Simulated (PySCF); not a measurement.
A GIAO shielding run with PySCF (density fitting, non-relativistic, gas phase) on `[Si@H]([C@@H](F)C[SiH3])(F)S[SiH3]`, C$_{2}$H$_{10}$F$_{2}$SSi$_{3}$:

```
$ OMP_NUM_THREADS=1 python probes_run.py task.json out

{"job": {"kind": "nmr", "xc": "PBE0", "basis": "pcSseg-1"}, "charge": 0, "multiplicity": 1}
F      0.346233     0.873565     1.190807
C     -0.371286    -0.318627     1.030550
C     -1.318917    -0.182795    -0.150486
Si    -2.439816     1.355237    -0.020021
Si     0.891530    -1.748122     0.851801
F      0.002479    -3.084501     0.742246
S      2.003629    -1.581832    -0.945851
Si     2.630886     0.499519    -0.966065
H     -0.946708    -0.420489     1.957511
H     -1.918015    -1.092676    -0.193944
H     -0.739399    -0.144636    -1.075311
H     -3.322584     1.362130    -1.187203
H     -1.616527     2.561905     0.006354
H     -3.219851     1.243441     1.215421
H      1.719191    -1.921542     2.028085
H      1.487367     1.323063    -1.328983
H      3.641217     0.471763    -2.011543
H      3.161813     0.810916     0.351667
```

Hardware: 1 thread of an Arm Neoverse N1, shared host. The job also computes population analyses, field gradients.

(1) How large is the calculation?

(2) How long does it take, and how much memory does it need?

Answers

(1) 98 electrons, 214 basis functions and 1208 auxiliary functions.

(2) 91 s of wall time, with 12 SCF cycles and 4 response iterations; peak memory 0.95 GiB. Times on a shared host scatter by some tens of per cent.
